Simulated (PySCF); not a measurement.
C3H9NSi, SMILES NC/C=C/[SiH3].

Geometry optimised at PBE-D3(BJ)/def2-SVP. The structure was generated by enumeration; whether it is a known compound was not checked. Other conformers were not sampled.

These are PBE-D3(BJ)/def2-SVP (PySCF 2.14.0) values and carry that method's errors.

Frequencies are harmonic and unscaled.

```csv
mode,ν (cm⁻¹),IR (km/mol),moving atoms (share of kinetic energy)
1,77,0.0,"H 52 %, N 23 %, C 21 %"
2,119,0.5,"H 48 %, C 22 %, N 20 %, Si 10 %"
3,149,0.1,"H 49 %, C 45 %"
4,181,5.1,"C 46 %, H 43 %, Si 9 %"
5,298,39.6,"H 72 %, C 13 %"
6,378,6.9,"H 38 %, C 31 %, Si 20 %, N 10 %"
7,393,3.8,"H 46 %, C 40 %, N 13 %"
8,590,23.6,"H 76 %, Si 14 %, C 10 %"
9,622,43.2,"H 73 %, C 15 %, Si 11 %"
10,753,15.5,"H 50 %, C 40 %, Si 10 %"
11,787,21.1,"C 47 %, H 47 %"
12,832,267.6,"H 62 %, N 29 %, C 9 %"
13,882,20.5,"H 69 %, C 28 %"
14,894,223.1,"H 87 %, Si 11 %"
15,902,35.2,H 95 %
16,921,53.0,H 97 %
17,982,16.3,"H 91 %, C 9 %"
18,1030,15.2,"C 60 %, H 38 %"
19,1073,7.7,"C 41 %, H 33 %, N 26 %"
20,1106,7.1,"H 73 %, C 23 %"
21,1209,3.1,"H 67 %, C 31 %"
22,1266,1.2,"H 82 %, C 17 %"
23,1306,20.2,"H 75 %, C 24 %"
24,1327,1.7,"H 82 %, N 10 %, C 8 %"
25,1398,3.4,H 92 %
26,1590,15.4,H 92 %
27,1635,36.9,C 93 %
28,2147,108.1,H 97 %
29,2150,104.7,H 98 %
30,2164,96.5,H 96 %
31,2956,32.3,H 95 %
32,3009,7.8,"H 91 %, C 9 %"
33,3033,19.5,"H 92 %, C 8 %"
34,3044,13.7,H 92 %
35,3395,0.3,H 96 %
36,3475,0.6,"H 92 %, N 8 %"
```
